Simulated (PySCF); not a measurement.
Simulated absorption spectrum

Species: BiMe2Cl, C2H6BiCl.
Bonds: Bi1–C2, Bi1–C6, Bi1–Cl10. Hydrogens: H3, H4, H5 on C2; H7, H8, H9 on C6.

Theory: PySCF 2.14.0, density-fitted response routines, TDDFT B3LYP/def2-SVPD, vertical, gas phase, core orbitals frozen in the response, def2 core potentials past Kr. Geometry: PBE0-D3(BJ)/def2-SVP; no solvent, vibrations or thermal averaging. Spin–orbit coupling is left out. Note that the optimisation stopped short of convergence; the values belong to its last geometry.

Computed states:

```tsv
state	E (eV)	f
S1	4.33	0.028
S2	4.80	0.0021
S3	5.56	0.015
S4	5.76	0.081
S5	5.86	0.023
S6	6.07	0.049
S7	6.42	0.074
S8	6.61	0.080
S9	6.78	0.035
S10	6.97	0.083
```

Broadening: Gaussians 0.25 eV wide at half height, area fixed by f = 4.319×10⁻⁹ ∫ε dν̃. The width is an assumption, not a result. The curve ends short of the highest state used, and states not computed would add to its high-energy end.

Problem. What does the envelope look like, and where are its maxima?

Solution. 
λ (nm), ε (L mol⁻¹ cm⁻¹) and a bar:
```
    194.5       7990 ######################
    198.6       3286 #########
    202.7       4993 ##############
    206.9       6096 #################
    211.0       8440 ########################
    215.1      10719 ##############################
    219.2       6766 ###################
    223.3       2910 ########
    227.4       1110 ###
    231.5        265 #
    235.7         31 
    239.8          2 
    243.9          7 
    248.0         39 
    252.1        124 
    256.2        214 #
    260.4        214 #
    264.5        139 
    268.6        122 
    272.7        357 #
    276.8       1058 ###
    280.9       2133 ######
    285.1       2946 ########
    289.2       2830 ########
    293.3       1970 ######
    297.4       1021 ###
    301.5        403 #
    305.6        124 
    309.7         30 
    313.9          6
```

Maxima: 287 nm (4.33 eV), ε about 3000, made up of S1 (100%); 258 nm (4.80 eV), ε about 230, made up of S2 (100%); 215 nm (5.78 eV), ε about 11000, made up of S4 (80%) and S5 (17%) (ε in L mol⁻¹ cm⁻¹; maxima over ε = 5, shares over 10%). At its high-energy end, 6.37 eV, the curve is still rising (ε about 7800, from S7).

Problem. On this curve, what absorbance would a 10⁻⁵ mol/L sample give at 266 nm over a 1 cm path?

Solution. 266 nm is 4.661 eV, where ε is about 120 L mol⁻¹ cm⁻¹, so A = ε c l ≈ 0.0012 (Beer–Lambert, with the gas-phase spectrum and the assumed width).

Problem. Coming from long wavelengths, where does ε first pass 100 L mol⁻¹ cm⁻¹?

Solution. At about 306 nm (4.05 eV), 0.28 eV below S1.

Problem. What would ε be at 5.78 eV, the highest of these maxima, with half the width (0.125 eV)?

Solution. About 18200 L mol⁻¹ cm⁻¹ against 10800, a factor of about 1.7; a lone state at its own centre would give exactly 2.

The vertical ionisation energy (ΔSCF) is 9.10 eV, 2.12 eV above S10.

Hardware: one thread, x86-64 server, shared host. Cost: 52 s wall.
